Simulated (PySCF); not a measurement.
B(F)(NH2)(NMe2) (C2H8BFN2), SMILES CN(C)B(N)F.

The structure is a stationary point at B3LYP-D3(BJ)/def2-SVP. One conformer was computed; it need not be the lowest.

The numbers are results of PBE/def2-TZVP run with PySCF, not measurements.

Gas-phase values at a fixed geometry.

| Item | Result |
|---|---|
| total energy | -315.10592 hartree |
| highest occupied level | -5.08 eV |
| lowest empty level | 0.03 eV |
| orbital gap | 5.11 eV |
| dipole moment | 2.01 D |
| quadrupole, principal values (traceless, Buckingham form, about the centre of nuclear charge) | -4.19, -3.03, 7.22 D·Å |
| mean static polarisability | 57.8 bohr³ (8.57 Å³) |
| polarisability, principal values | 46.1, 58.2, 69.1 bohr³ |
